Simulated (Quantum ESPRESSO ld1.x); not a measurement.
Question: Hg4+, configuration [Xe] 4f14 5d8. All-electron calculation, scalar-relativistic Kohn-Sham, LDA (Slater exchange, Perdew-Zunger correlation), spin-polarised, spherical densities, point nucleus; open shells are filled with parallel spins first. Program: ld1.x of Quantum ESPRESSO 7.5. Some entries of the table are withheld. Estimate them.

| orbital | occ. | eigenvalue (eV) | <1/r> (bohr^-1) |
|---|---|---|---|
| 1s up | 1 | -83173.4 | 97.59 |
| 1s down | 1 | -83173.4 | 97.59 |
| 2s up | 1 | -14784.7 | 22.89 |
| 2s down | 1 | -14784.5 | 22.89 |
| 2p up | 3 | -12759.5 | 20.28 |
| 2p down | 3 | -12759.3 | 20.28 |
| 3s up | 1 | -3547.28 | 8.482 |
| 3s down | 1 | -3547.18 | 8.482 |
| 3p up | 3 | -2962.33 | 7.717 |
| 3p down | 3 | -2962.23 | 7.717 |
| 3d up | 5 | -2346.42 | 7.258 |
| 3d down | 5 | -2346.28 | 7.258 |
| 4s up | 1 | -819.289 | 3.644 |
| 4s down | 1 | -819.102 | 3.644 |
| 4p up | 3 | -627.472 | 3.284 |
| 4p down | 3 | -627.284 | 3.284 |
| 4d up | 5 | -400.009 | 2.947 |
| 4d down | 5 | -399.789 | 2.948 |
| 5s up | 1 | -169.586 | 1.515 |
| 5s down | 1 | -168.514 | 1.518 |
| 4f up | 7 | -147.629 | 2.535 |
| 4f down | 7 | -147.341 | 2.537 |
| 5p up | 3 | -117.315 | 1.296 |
| 5p down | 3 | -116.069 | 1.299 |
| 5d up | 5 | (1) | 0.9710 |
| 5d down | 3 | (2) | 0.9693 |
| 6s up | 0 | -46.5632 | 0.6152 |
| 6s down | 0 | -45.7605 | 0.6091 |
| 6p up | 0 | -34.6957 | 0.5141 |
| 6p down | 0 | -34.1452 | 0.5077 |

Answer: 
(1) 5d up eigenvalue (eV): -58.1123
(2) 5d down eigenvalue (eV): -56.8000
